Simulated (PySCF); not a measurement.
PySCF input for dimethyl telluride (C₂H₆Te), SMILES C[Te]C, TDA-CAM-B3LYP/def2-SVPD. Geometry: B3LYP-D3(BJ)/def2-SVP. The def2 effective core potentials stand for the cores of Te; spin–orbit coupling is left out.

```python
import numpy as np
from pyscf import gto, scf, dft, tdscf

mol = gto.M(
    atom='''
    C     1.58698626   -0.00000000   -1.08535662
    Te    0.00000000    0.00000000    0.40258625
    C    -1.58698627   -0.00000000   -1.08535661
    H     1.51254590   -0.90310774   -1.70481454
    H     2.54354208   -0.00000000   -0.54547377
    H     1.51254590    0.90310775   -1.70481454
    H    -1.51254591   -0.90310775   -1.70481453
    H    -2.54354208    0.00000000   -0.54547377
    H    -1.51254591    0.90310775   -1.70481453
    ''',
    basis='def2-SVPD',
    ecp={'Te': 'def2-svp'},
    charge=0,
    spin=0,
    symmetry=True,
    max_memory=1600,
    verbose=4,
)
mf = dft.RKS(mol, xc='cam-b3lyp').density_fit(auxbasis='def2-universal-jkfit')
mf.grids.level = 3
mf.conv_tol = 1e-9
mf.max_cycle = 100
mf.kernel()
mf.grids = dft.Grids(mol).set(level=1).build(with_non0tab=True)  # coarser grid for the response kernel
td = tdscf.TDA(mf)
td.singlet = True
td.nstates = 10
td.conv_tol = 1e-4
td.positive_eig_threshold = 1e-6
td.kernel(x0=td.get_init_guess(mf, 15))
td.analyze()
tt = tdscf.TDA(mf)
tt.singlet = False
tt.nstates = 4
tt.conv_tol = 1e-4
tt.positive_eig_threshold = 1e-6
tt.kernel(x0=tt.get_init_guess(mf, 9))
tt.analyze(verbose=3)
```

Program output:

```
PySCF version 2.14.0

[INPUT] verbose = 4
[INPUT] num. atoms = 9
[INPUT] num. electrons = 42
[INPUT] charge = 0
[INPUT] spin (= nelec alpha-beta = 2S) = 0
[INPUT] symmetry True subgroup None
[INPUT] Mole.unit = angstrom
[INPUT] Symbol           X                Y                Z      unit          X                Y                Z       unit  Magmom
[INPUT]  1 C      1.586986260000   0.000000000000  -1.085356620000 AA    2.998969394848   0.000000000000  -2.051026759284 Bohr   0.0
[INPUT]  2 Te     0.000000000000   0.000000000000   0.402586250000 AA    0.000000000000   0.000000000000   0.760777754016 Bohr   0.0
[INPUT]  3 C     -1.586986270000   0.000000000000  -1.085356610000 AA   -2.998969413745   0.000000000000  -2.051026740386 Bohr   0.0
[INPUT]  4 H      1.512545900000  -0.903107740000  -1.704814540000 AA    2.858297501834  -1.706626289575  -3.221632573776 Bohr   0.0
[INPUT]  5 H      2.543542080000   0.000000000000  -0.545473770000 AA    4.806597917507   0.000000000000  -1.030796033434 Bohr   0.0
[INPUT]  6 H      1.512545900000   0.903107750000  -1.704814540000 AA    2.858297501834   1.706626308472  -3.221632573776 Bohr   0.0
[INPUT]  7 H     -1.512545910000  -0.903107750000  -1.704814530000 AA   -2.858297520731  -1.706626308472  -3.221632554879 Bohr   0.0
[INPUT]  8 H     -2.543542080000   0.000000000000  -0.545473770000 AA   -4.806597917507   0.000000000000  -1.030796033434 Bohr   0.0
[INPUT]  9 H     -1.512545910000   0.903107750000  -1.704814530000 AA   -2.858297520731   1.706626308472  -3.221632554879 Bohr   0.0

nuclear repulsion = 129.660311737865
point group symmetry = C2v
symmetry origin: [-2.15968700e-09  2.69960873e-10 -1.61976529e-09]
symmetry axis x: [ 1.00000000e+00  3.08366389e-10 -1.49773090e-09]
symmetry axis y: [-3.08366388e-10  1.00000000e+00  5.40831368e-10]
symmetry axis z: [ 1.49773090e-09 -5.40831331e-10  1.00000000e+00]
num. orbitals of irrep A1 = 44
num. orbitals of irrep A2 = 19
num. orbitals of irrep B1 = 36
num. orbitals of irrep B2 = 24
number of shells = 53
number of NR pGTOs = 190
number of NR cGTOs = 123
basis = def2-SVPD
ecp = {'Te': 'def2-svp'}


[settings echo left out]
init E= -319.37709714529
HOMO (B1) = -0.791944534258681  LUMO (B1) = -0.611522537826314  gap/eV = 4.90953
cycle= 1 E= -345.905174858104  delta_E= -26.5  |g|= 2.81  |ddm|= 9.81
HOMO (B1) = 0.0277204975060208  LUMO (A1) = 0.0280725271447526  gap/eV = 0.00958

WARN: A1 LUMO 0.0280725271447526 < system HOMO 0.0277204975060208


WARN: B1 HOMO 0.0277204975060208 > system LUMO 0.0280725271447526

cycle= 2 E= -343.72546769556  delta_E= 2.18  |g|= 3.01  |ddm|=   26
HOMO (B2) = -0.367191607045844  LUMO (B1) = -0.124303212442205  gap/eV = 6.60933
cycle= 3 E= -347.479279700985  delta_E= -3.75  |g|= 0.731  |ddm|= 24.8
HOMO (B2) = -0.223369612247865  LUMO (B1) = -0.00352590604768999  gap/eV = 5.98225
cycle= 4 E= -347.692451482942  delta_E= -0.213  |g|= 0.261  |ddm|= 1.39
HOMO (B2) = -0.229797083130107  LUMO (B1) = 0.0181169009329647  gap/eV = 6.74608
cycle= 5 E= -347.708750257734  delta_E= -0.0163  |g|= 0.116  |ddm|= 0.411
HOMO (B2) = -0.25084910794136  LUMO (B1) = 0.00795602918964988  gap/eV = 7.04245
cycle= 6 E= -347.712459062713  delta_E= -0.00371  |g|= 0.0119  |ddm|= 0.17
HOMO (B2) = -0.254443833526885  LUMO (B1) = 0.00679026555208218  gap/eV = 7.10854
cycle= 7 E= -347.712521353538  delta_E= -6.23e-05  |g|= 0.00268  |ddm|= 0.0288
HOMO (B2) = -0.254474517906403  LUMO (B1) = 0.00665970860080733  gap/eV = 7.10582
cycle= 8 E= -347.712525102074  delta_E= -3.75e-06  |g|= 0.000688  |ddm|= 0.0074
HOMO (B2) = -0.25437932815146  LUMO (B1) = 0.00677280366163124  gap/eV = 7.10631
cycle= 9 E= -347.712525383693  delta_E= -2.82e-07  |g|= 0.000142  |ddm|= 0.00165
HOMO (B2) = -0.254381398981929  LUMO (B1) = 0.00677506647277859  gap/eV = 7.10643
cycle= 10 E= -347.71252539624  delta_E= -1.25e-08  |g|= 3.03e-05  |ddm|= 0.000357
HOMO (B2) = -0.254389557816359  LUMO (B1) = 0.00677145740607799  gap/eV = 7.10655
cycle= 11 E= -347.712525396789  delta_E= -5.49e-10  |g|= 3.35e-06  |ddm|= 7.9e-05
HOMO (B2) = -0.25438926437333  LUMO (B1) = 0.00677169499712527  gap/eV = 7.10655
Extra cycle  E= -347.712525396798  delta_E= -8.3e-12  |g|= 1.79e-06  |ddm|= 1.05e-05
converged SCF energy = -347.712525396798
tot grids = 33224
Overwritten attributes  positive_eig_threshold  of <class 'pyscf.tdscf.rks.TDA'>


******** <class 'pyscf.tdscf.rks.TDA'> for <class 'pyscf.df.df_jk.DFSymAdaptedRKS'> ********
nstates = 10 singlet
deg_eia_thresh = 1.000e-03
wfnsym = None
conv_tol = 0.0001
eigh lindep = 1e-12
eigh level_shift = 0
eigh max_cycle = 100


Excitation energies (eV)
[3.62579542 4.80002855 5.28997218 6.01186643 6.14208616 6.36882117
 6.6867554  7.22009128 7.33423162 7.48175306]

** Singlet excitation energies and oscillator strengths **
Excited State   1:   A2      3.62580 eV    341.95 nm  f=0.0000
      21 -> 22        0.67197
      21 -> 26        0.20901
Excited State   2:   B2      4.80003 eV    258.30 nm  f=0.0054
      21 -> 23        0.61729
      21 -> 24        0.26011
      21 -> 27       -0.21244
Excited State   3:   B2      5.28997 eV    234.38 nm  f=0.0902
      21 -> 23       -0.27015
      21 -> 24        0.64888
Excited State   4:   A1      6.01187 eV    206.23 nm  f=0.0462
      21 -> 25       -0.70074
Excited State   5:   A2      6.14209 eV    201.86 nm  f=0.0000
      21 -> 22       -0.21353
      21 -> 26        0.66460
Excited State   6:   B2      6.36882 eV    194.67 nm  f=0.0307
      21 -> 23        0.19695
      21 -> 27        0.65930
Excited State   7:   B1      6.68676 eV    185.42 nm  f=0.0748
      20 -> 22       -0.61085
      20 -> 26       -0.13006
      21 -> 31        0.28385
Excited State   8:   B2      7.22009 eV    171.72 nm  f=0.2006
      21 -> 28       -0.69369
Excited State   9:   A1      7.33423 eV    169.05 nm  f=0.0666
      19 -> 22       -0.34731
      20 -> 23        0.53881
      20 -> 24        0.14270
      20 -> 27       -0.18618
      21 -> 30        0.11797
Excited State  10:   A1      7.48175 eV    165.72 nm  f=0.0225
      19 -> 22       -0.18793
      21 -> 30       -0.66578

** Transition electric dipole moments (AU) **
state          X           Y           Z        Dip. S.      Osc.
  1         0.0000      0.0000     -0.0000      0.0000      0.0000
  2        -0.0000      0.2146     -0.0000      0.0460      0.0054
  3         0.0000      0.8343      0.0000      0.6961      0.0902
  4         0.0000     -0.0000     -0.5599      0.3135      0.0462
  5         0.0000     -0.0000     -0.0000      0.0000      0.0000
  6        -0.0000      0.4439     -0.0000      0.1970      0.0307
  7        -0.6758      0.0000      0.0000      0.4567      0.0748
  8         0.0000      1.0648      0.0000      1.1338      0.2006
  9         0.0000      0.0000      0.6089      0.3707      0.0666
 10         0.0000     -0.0000      0.3504      0.1228      0.0225

WARN: ECP detected. Skipping calculation of transition velocity and magnetic dipole moments, which have not yet been implemented.



******** <class 'pyscf.tdscf.rks.TDA'> for <class 'pyscf.df.df_jk.DFSymAdaptedRKS'> ********
nstates = 4 triplet
deg_eia_thresh = 1.000e-03
wfnsym = None
conv_tol = 0.0001
eigh lindep = 1e-12
eigh level_shift = 0
eigh max_cycle = 100


Excitation energies (eV)
[3.13199023 4.12239605 5.05600077 5.42124581]

** Triplet excitation energies and oscillator strengths **
Excited State   1:   A2      3.13199 eV    395.86 nm  f=0.0000
Excited State   2:   B2      4.12240 eV    300.76 nm  f=0.0000
Excited State   3:   B2      5.05600 eV    245.22 nm  f=0.0000
Excited State   4:   B1      5.42125 eV    228.70 nm  f=0.0000
```

The run converged.

Cost: roughly 60 core-seconds.
